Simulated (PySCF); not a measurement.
Exact simulation of a proton spin system

Molecule: SMILES c1ccc2cocc2c1, C8H6O.

Molfile (atoms numbered from 1):
```
C8H6O
     RDKit          3D

 15 16  0  0  0  0  0  0  0  0999 V2000
   -1.9247   -0.5583   -0.0321 C   0  0  0  0  0  0  0  0  0  0  0  0
   -1.7894    0.8574    0.1559 C   0  0  0  0  0  0  0  0  0  0  0  0
   -0.5636    1.4602    0.2177 C   0  0  0  0  0  0  0  0  0  0  0  0
    0.5999    0.6458    0.0889 C   0  0  0  0  0  0  0  0  0  0  0  0
    1.9561    0.8925    0.0980 C   0  0  0  0  0  0  0  0  0  0  0  0
    2.6232   -0.2598   -0.0705 O   0  0  0  0  0  0  0  0  0  0  0  0
    1.7496   -1.2720   -0.1899 C   0  0  0  0  0  0  0  0  0  0  0  0
    0.4633   -0.7846   -0.1013 C   0  0  0  0  0  0  0  0  0  0  0  0
   -0.8342   -1.3735   -0.1589 C   0  0  0  0  0  0  0  0  0  0  0  0
   -2.9287   -0.9870   -0.0742 H   0  0  0  0  0  0  0  0  0  0  0  0
   -2.6949    1.4614    0.2508 H   0  0  0  0  0  0  0  0  0  0  0  0
   -0.4725    2.5390    0.3614 H   0  0  0  0  0  0  0  0  0  0  0  0
    2.5568    1.7905    0.2092 H   0  0  0  0  0  0  0  0  0  0  0  0
    2.1701   -2.2637   -0.3299 H   0  0  0  0  0  0  0  0  0  0  0  0
   -0.9489   -2.4503   -0.3017 H   0  0  0  0  0  0  0  0  0  0  0  0
  1  2  1  0
  2  3  2  0
  3  4  1  0
  4  5  2  0
  5  6  1  0
  6  7  1  0
  7  8  2  0
  8  9  1  0
  9  1  2  0
  8  4  1  0
  1 10  1  0
  2 11  1  0
  3 12  1  0
  5 13  1  0
  7 14  1  0
  9 15  1  0
M  END
```

Theoretical values (PySCF 2.14.0 with density-fitted response routines): spin–spin couplings from B3LYP/pcJ-1 (without the spin–dipole term), geometry from PBE0-D3(BJ)/def2-SVP, GIAO KT3/pcSseg-1 shieldings. Non-relativistic Hamiltonian, a single conformation, fast rotation and ring inversion assumed for equivalent nuclei, in vacuum.

Referencing at the same level of theory: 1H against TMS.

Shifts (ppm): H10/H11 6.75, H12/H15 7.30, H13/H14 7.91.
Couplings (Hz): H10–H11: 7.3; H10–H12, H11–H15: 0.4; H10–H13, H11–H14: -0.5; H10–H14, H11–H13: 0.6; H10–H15, H11–H12: 10.0; H12–H13, H14–H15: -0.6; H12–H14, H13–H15: 1.3; H12–H15: 1.4; H13–H14: 2.0.

The 6-spin Hamiltonian (Zeeman plus full scalar coupling among like nuclei) was diagonalised exactly; lines are Lorentzian, 0.7 Hz wide, and the maxima above 3 % are listed with the tallest set to 100.

Question: Give the 1H peak list of this spin system at 60 MHz.

Answer: 
δ in ppm (height): 7.914 (98), 7.906 (100), 7.457 (3), 7.406 (19), 7.396 (18), 7.364 (10), 7.349 (18), 7.276 (22), 7.258 (13), 7.230 (34), 7.219 (32), 7.168 (8), 7.150 (4), 7.133 (4), 6.909 (7), 6.880 (9), 6.825 (57), 6.784 (23), 6.771 (22), 6.702 (19), 6.693 (18), 6.649 (33), 6.596 (3)

Question: And at 400 MHz?

Answer: 
δ in ppm (height): 7.918 (4), 7.911 (100), 7.909 (100), 7.902 (4), 7.322 (5), 7.314 (25), 7.312 (25), 7.309 (11), 7.306 (23), 7.295 (23), 7.291 (11), 7.288 (28), 7.287 (27), 7.278 (6), 6.777 (4), 6.771 (5), 6.763 (52), 6.756 (25), 6.755 (26), 6.744 (25), 6.743 (24), 6.737 (48), 6.728 (5), 6.723 (3)

Question: Among coupled protons with different shifts, which pair is furthest from first order, and how does the field change that?

Answer: H10 and H15: Δν/J is about 3.3 at 60 MHz (strongly coupled) and 22.0 at 400 MHz (close to first order). J in Hz doesn't depend on the field, while Δν in Hz grows in proportion to it. The system also holds chemically equivalent protons that couple differently to a partner (AA′BB′ or AA′XX′ type), and that part stays second order at any field.

Unscaled 3J(H,H) at this level run about 10 % above measured values.
